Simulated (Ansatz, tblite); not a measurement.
Forces on (KH)4 cube (K₄H₄) at its PBE0-D4/def2-SVP geometry. Charge 0, multiplicity 1.

The xTB rows come from tblite.

GFN1-xTB (tblite), largest force 0.31 eV/Å:

```xyz
8
positions Å, forces eV/Å
K    -0.038    2.282    0.365    0.005   -0.302   -0.048
K    -0.187   -1.107    2.020    0.025    0.147   -0.268
K     1.991   -0.584   -1.017   -0.264    0.077    0.135
K    -1.766   -0.591   -1.368    0.234    0.078    0.181
H    -1.918    0.563    0.980    0.057   -0.017   -0.029
H     1.701    0.569    1.318   -0.051   -0.017   -0.039
H     0.180    1.066   -1.946   -0.005   -0.032    0.058
H     0.037   -2.198   -0.352   -0.001    0.065    0.010
```

GFN2-xTB (tblite), largest force 0.58 eV/Å:

```
K 0.007 -0.415 -0.066
K 0.034 0.202 -0.368
K -0.362 0.106 0.185
K 0.322 0.108 0.249
H 0.504 -0.148 -0.257
H -0.447 -0.149 -0.346
H -0.047 -0.280 0.511
H -0.010 0.577 0.092
```

PBE-D4/def2-TZVP (Ansatz), largest force 0.01 eV/Å:

```
K 0.000 -0.001 0.000
K 0.000 0.000 -0.001
K -0.001 0.000 0.000
K 0.001 0.000 0.001
H 0.009 -0.003 -0.005
H -0.008 -0.003 -0.006
H -0.001 -0.005 0.009
H 0.000 0.010 0.002
```
